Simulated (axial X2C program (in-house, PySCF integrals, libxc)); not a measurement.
## Curves of ErS from open-shell CI on f11 s1

Computed with an in-house all-electron X2C program for linear molecules (integrals from PySCF): two-component X2C with atomic mean-field Coulomb and Gaunt terms, basis Er dyall-v3z, S dyall-av3z (cores contracted in-house). Orbitals come from Hartree–Fock averaged over the configuration Er f11 s1; CI then distributes these electrons over the f, s shells of Er.

Scan along the bond; masses Er 165.930 u, S 31.972 u. Energies in cm⁻¹ from the lowest point; levels are followed by energy order within each Ω. Lowest level at 2.302 Å: 100% f11 s1.

```tsv
R (Å)	(1)Ω=0	(1)Ω=1	(1)Ω=2	(1)Ω=3	(1)Ω=4	(1)Ω=5	(1)Ω=6	(1)Ω=7	(1)Ω=8
2.141	2898	2895	2891	2901	2941	3025	3160	3320	3435
2.221	679	680	686	709	759	849	984	1148	1293
2.302	0	4	18	49	106	200	333	499	663
2.394	664	669	688	726	788	884	1016	1180	1355
2.486	2434	2440	2462	2503	2568	2663	2793	2954	3134
2.590	5344	5351	5374	5416	5482	5576	5702	5859	6038
2.716	9658	9665	9688	9730	9793	9884	10004	10155	10329
```

(1) Fit the curves (1)Ω=0, (1)Ω=1, (1)Ω=2, (1)Ω=3, (1)Ω=4, (1)Ω=5, (1)Ω=6, (1)Ω=7, (1)Ω=8 near their minima.

The 9 lowest curves are shown; the next is (2)Ω=0, from 941 cm⁻¹.

Dynamic correlation is missing, so gaps between terms are too wide and other configurations may lie lower; the lowest level listed is that of this model, not necessarily the ground state. At most 4 roots were kept for each Ω > 0 (twice that for Ω = 0) within 2.2 eV of the lowest, so higher up levels can be missing between those listed; levels with Ω > 0 are doubly degenerate and listed once, Ω = 0 levels singly.

## Answers

(1) From the open-shell CI curves, Te from the lowest:

| level | Te (cm⁻¹) | Re (Å) | ωe (cm⁻¹) |
| --- | --- | --- | --- |
| (1)Ω=0 | 0 | 2.304 | 476.4 |
| (1)Ω=1 | 4 | 2.303 | 476.3 |
| (1)Ω=2 | 18 | 2.303 | 476.1 |
| (1)Ω=3 | 49 | 2.303 | 475.9 |
| (1)Ω=4 | 107 | 2.302 | 475.7 |
| (1)Ω=5 | 200 | 2.302 | 475.5 |
| (1)Ω=6 | 334 | 2.302 | 475.3 |
| (1)Ω=7 | 499 | 2.302 | 474.9 |
| (1)Ω=8 | 663 | 2.301 | 474.0 |

Without dynamic correlation distances can be off by several hundredths of an Å (long for ionic bonds, short for multiple bonds) and the wavenumbers are rough.
